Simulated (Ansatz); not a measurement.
System: NbF₃, charge 0, multiplicity 3. The spin state was set by rule; other spins were not relaxed. 
Geometry from a B3LYP-D3(BJ)/def2-TZVP (Ansatz, a first-principles code) optimisation:
SMILES: [F][Nb]([F])[F]
```xyz
4

Nb     0.0575    -0.0105    -0.0104
F      1.8657    -0.3395    -0.3366
F     -0.9303    -0.4178     1.5486
F     -1.1974     0.8049    -1.1647
```
Charge 0, spin multiplicity 3.

Property: atomisation energy (electronic, to ground-state atoms), in kcal/mol. Correlated levels leave the core frozen unless marked. Open shells are spin-unrestricted. No spin-orbit coupling. Frozen are the shells of the preceding noble gas and the d and f shells that filled before the atom's block. Past Kr the def2 sets carry scalar-relativistic core potentials. The coupled-cluster limit lacks core correlation, which all-electron functionals hold. Basis-set limits of correlation are two-point, X^-3; Hartree-Fock from the larger set. [CCSD(T)-MP2]/basis is that difference in the basis named.

| level | program | atomisation energy (kcal/mol) |
|---|---|---|
| HF/def2-TZVPPD | Ansatz | 287.8 |
| revPBE-D4/def2-TZVPD | Ansatz + dftd4 | 424.1 |

Task: Predict the RI-MP2/CBS(def2-TZVPP,def2-QZVPP)+[CCSD(T)-MP2]/def2-TZVPP result (Ansatz).

Result: 427.9 kcal/mol, so revPBE-D4/def2-TZVPD differs from it by -3.8 kcal/mol.
